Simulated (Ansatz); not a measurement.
Born–Oppenheimer molecular dynamics of AlClH$_{4}$N$_{2}$ (8 atoms, charge 0, multiplicity 1). It starts from a relaxed structure.

Theory: RKS PBE0-D4/6-31G in Ansatz.

```json
{
 "ensemble": "NVE (velocity Verlet)",
 "time step": "0.5 fs",
 "steps asked": "250",
 "starting velocities drawn for": "200 K",
 "seed": "512965"
}
```

Frames 10 fs apart, positions in Å, forces in eV/Å.

Velocities at 0 fs (Å/ps):

```
Al 2.51 1.78 -1.62
Cl -0.08 -0.52 -0.26
N -5.89 -0.95 2.09
H 2.26 -9.90 6.92
H -7.53 6.37 8.93
N 2.08 -1.76 -3.09
H -5.82 9.79 32.43
H -0.40 2.12 18.14
```

```xyz
8
Properties=species:S:1:pos:R:3:forces:R:3 time_fs=0 energy_less_start_eV=0.000 T=200
Al -0.002 0.024 -0.117 0.00 0.00 0.00
Cl -0.013 0.139 2.071 0.00 0.00 0.00
N 1.580 0.100 -0.923 0.02 0.00 0.00
H 1.722 0.054 -1.921 0.00 0.00 0.00
H 2.451 0.196 -0.422 -0.01 0.00 0.00
N -1.577 -0.137 -0.926 -0.01 0.00 0.00
H -2.452 -0.180 -0.426 0.00 0.00 0.00
H -1.709 -0.196 -1.925 0.00 0.00 0.00
8
Properties=species:S:1:pos:R:3:forces:R:3 time_fs=10 energy_less_start_eV=0.104 T=67
Al 0.011 0.040 -0.129 -1.30 -0.20 0.53
Cl -0.014 0.134 2.067 -0.01 0.05 -0.11
N 1.546 0.092 -0.907 1.50 0.13 -0.18
H 1.740 -0.041 -1.882 0.04 0.01 -0.22
H 2.387 0.254 -0.368 0.06 -0.04 -0.19
N -1.561 -0.151 -0.928 -0.78 0.32 2.04
H -2.399 -0.102 -0.324 0.65 -0.17 -0.72
H -1.793 -0.195 -1.883 -0.15 -0.10 -1.14
8
Properties=species:S:1:pos:R:3:forces:R:3 time_fs=20 energy_less_start_eV=0.066 T=117
Al -0.009 0.051 -0.127 0.63 -0.10 0.21
Cl -0.015 0.130 2.062 -0.02 0.08 0.03
N 1.589 0.089 -0.912 0.05 0.07 0.27
H 1.756 -0.107 -1.884 0.03 0.02 -0.20
H 2.448 0.291 -0.413 -0.16 -0.07 -0.07
N -1.568 -0.151 -0.909 -1.48 0.23 1.98
H -2.451 -0.130 -0.353 1.18 -0.11 -0.75
H -1.753 -0.228 -1.869 -0.22 -0.13 -1.45
8
Properties=species:S:1:pos:R:3:forces:R:3 time_fs=30 energy_less_start_eV=0.095 T=79
Al -0.012 0.057 -0.118 0.85 -0.09 -0.32
Cl -0.017 0.129 2.057 0.01 0.09 0.22
N 1.633 0.087 -0.920 -1.00 0.00 0.35
H 1.770 -0.124 -1.896 0.03 0.03 -0.09
H 2.506 0.300 -0.454 -0.22 -0.04 0.07
N -1.607 -0.145 -0.897 -0.51 -0.11 1.01
H -2.523 -0.236 -0.422 1.17 0.16 -0.49
H -1.667 -0.272 -1.882 -0.32 -0.03 -0.75
8
Properties=species:S:1:pos:R:3:forces:R:3 time_fs=40 energy_less_start_eV=0.050 T=136
Al 0.009 0.059 -0.121 -0.67 -0.25 -0.44
Cl -0.018 0.129 2.058 0.04 0.08 0.16
N 1.613 0.082 -0.915 -0.30 0.06 0.04
H 1.789 -0.091 -1.895 -0.04 0.04 0.06
H 2.460 0.284 -0.405 0.02 -0.03 0.00
N -1.619 -0.146 -0.900 0.38 -0.18 -0.15
H -2.505 -0.294 -0.421 0.50 0.16 0.01
H -1.736 -0.249 -1.907 0.06 0.13 0.33
8
Properties=species:S:1:pos:R:3:forces:R:3 time_fs=50 energy_less_start_eV=0.068 T=113
Al 0.010 0.054 -0.137 -0.77 -0.17 0.26
Cl -0.018 0.132 2.063 0.01 0.03 -0.11
N 1.576 0.082 -0.905 0.76 0.09 -0.43
H 1.784 -0.032 -1.888 -0.09 0.01 0.14
H 2.409 0.235 -0.361 0.22 0.00 -0.01
N -1.581 -0.152 -0.903 0.34 0.17 -1.45
H -2.371 -0.260 -0.307 -0.82 -0.10 0.24
H -1.824 -0.146 -1.913 0.35 -0.02 1.36
8
Properties=species:S:1:pos:R:3:forces:R:3 time_fs=60 energy_less_start_eV=0.118 T=50
Al -0.009 0.042 -0.143 1.19 0.05 0.80
Cl -0.018 0.136 2.065 -0.02 -0.01 -0.20
N 1.583 0.089 -0.906 0.08 0.00 -0.40
H 1.743 0.025 -1.904 0.02 0.01 0.20
H 2.440 0.167 -0.385 0.16 0.04 0.05
N -1.551 -0.153 -0.894 -0.93 0.35 -2.58
H -2.346 -0.244 -0.319 -1.20 -0.21 0.73
H -1.846 -0.056 -1.891 0.69 -0.23 1.40
8
Properties=species:S:1:pos:R:3:forces:R:3 time_fs=70 energy_less_start_eV=0.042 T=147
Al 0.001 0.031 -0.124 0.15 -0.04 -0.02
Cl -0.019 0.139 2.063 0.02 -0.02 0.06
N 1.607 0.099 -0.916 -0.39 -0.06 -0.19
H 1.736 0.077 -1.920 0.00 0.00 0.10
H 2.488 0.121 -0.429 -0.01 0.06 0.12
N -1.598 -0.147 -0.901 1.13 0.37 -1.41
H -2.438 -0.289 -0.396 -0.81 -0.11 0.34
H -1.726 -0.052 -1.920 -0.09 -0.19 1.00
8
Properties=species:S:1:pos:R:3:forces:R:3 time_fs=80 energy_less_start_eV=0.081 T=96
Al 0.017 0.018 -0.105 -1.02 -0.06 -0.82
Cl -0.019 0.142 2.061 0.06 -0.02 0.28
N 1.609 0.105 -0.930 -0.36 -0.04 0.29
H 1.748 0.123 -1.927 0.01 -0.02 -0.05
H 2.479 0.129 -0.416 -0.06 0.04 -0.06
N -1.625 -0.133 -0.914 1.01 -0.03 -0.04
H -2.527 -0.311 -0.497 0.22 0.10 0.39
H -1.721 -0.128 -1.923 0.14 0.04 0.01
8
Properties=species:S:1:pos:R:3:forces:R:3 time_fs=90 energy_less_start_eV=0.044 T=144
Al 0.003 0.004 -0.111 -0.04 0.13 -0.34
Cl -0.017 0.144 2.067 0.02 -0.04 0.10
N 1.586 0.108 -0.931 0.05 0.03 0.43
H 1.746 0.148 -1.923 -0.07 -0.04 -0.19
H 2.455 0.174 -0.413 -0.14 -0.01 -0.07
N -1.586 -0.120 -0.925 -0.05 -0.18 1.99
H -2.449 -0.247 -0.381 0.61 0.18 -0.67
H -1.692 -0.186 -1.900 -0.40 -0.07 -1.24
8
Properties=species:S:1:pos:R:3:forces:R:3 time_fs=100 energy_less_start_eV=0.122 T=45
Al -0.010 -0.005 -0.127 1.13 0.21 0.92
Cl -0.015 0.145 2.075 -0.03 -0.05 -0.21
N 1.559 0.113 -0.922 0.38 0.06 0.14
H 1.681 0.132 -1.919 0.11 -0.02 -0.19
H 2.432 0.218 -0.421 -0.09 -0.05 -0.12
N -1.532 -0.119 -0.925 -2.28 0.04 1.99
H -2.409 -0.104 -0.371 0.94 -0.01 -0.51
H -1.756 -0.221 -1.864 -0.16 -0.19 -2.03
8
Properties=species:S:1:pos:R:3:forces:R:3 time_fs=110 energy_less_start_eV=0.056 T=128
Al 0.007 -0.008 -0.118 -0.66 0.06 0.47
Cl -0.013 0.145 2.078 -0.01 -0.03 -0.14
N 1.554 0.121 -0.922 0.72 0.00 -0.31
H 1.666 0.093 -1.923 0.04 0.01 -0.11
H 2.440 0.234 -0.454 -0.03 -0.03 0.03
N -1.567 -0.127 -0.943 -0.18 0.40 1.73
H -2.431 0.032 -0.412 0.49 -0.27 -0.64
H -1.682 -0.239 -1.916 -0.37 -0.15 -1.04
```

Of the whole run (125 fs, mean temperature of the second half 102 K): The conserved energy stayed within 0.22 meV per atom of its start (net change 0.041 meV per atom), so the integration is sound. Over the second half the temperature averaged 0.51 of the 200 K drawn at the start: a run that starts near a minimum puts about half its kinetic energy into the potential. A run of 0.12 ps of so small a system gives no equilibrium averages. Limits of this set-up: no polarisation functions.

Time of the run: 8.9 min on 1 thread of AMD EPYC 7B13 (Zen 3), with other jobs on the host, peak memory 0.13 GiB.
